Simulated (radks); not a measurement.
Ionisation ladder of thulium, from Tm66+ to Tm68+. Each ion is in the ground configuration listed by NIST, and IE = E(next ion) - E(this ion), with E = 0 for the bare nucleus. Method: Dirac Kohn-Sham, BLYP, spin-unpolarised, spherical densities, finite nucleus; Fermi nuclear charge, rms radius 5.2256 fm; computed with a radial shooting solver on a logarithmic mesh with Libxc functionals.

species  configuration  E (hartree)  IE, Delta-SCF (eV)  -e(HOMO) (eV)   HOMO  IE, NIST (eV)    kind  error (eV)
Tm66+         [He] 2s1   -5677.9993             16829.8        16701.1  2s1/2        16814.3  theory       +15.4
Tm67+             [He]   -5059.5162               68295          67715  1s1/2        67965.3  theory      +329.8
Tm68+              1s1   -2549.7206               69381          68866  1s1/2        69387.5  theory        -6.0

Reference values: NIST Atomic Spectra Database (exp. = measured, semi-emp. = semi-empirical, theory = theoretical value adopted there). The ionisation energy per charge of the ion left behind rises most, in proportion, at Tm67+ ([He]), from 251.19 to 1004.3 eV. Spin polarisation and multiplet splitting are left out, so open shells lie too high by an amount that depends on their filling.

Beside tabulated values, note that spin-unpolarised runs miss the spin-polarisation part of the exchange energy of open shells.
